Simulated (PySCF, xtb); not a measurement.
Se(I)(SH) (HISSe), SMILES S[Se]I. One conformer was computed; it need not be the lowest.

Harmonic wavenumbers (cm⁻¹) from GFN2-xTB (xtb 6.7.1) at its own minimum, in rising order: 122, 248, 291, 390, 765, 2317.

### Question
What does PBE0-D3(BJ)/def2-SVP (PySCF 2.14.0) give at its own minimum? (The exact figures need the calculation; the answer reports its results.)

### Answer
120, 235, 361, 412, 842, 2666. Paired by order, the mean absolute difference is 89 cm⁻¹ and the zero-point energies are 5.9 and 6.6 kcal/mol.
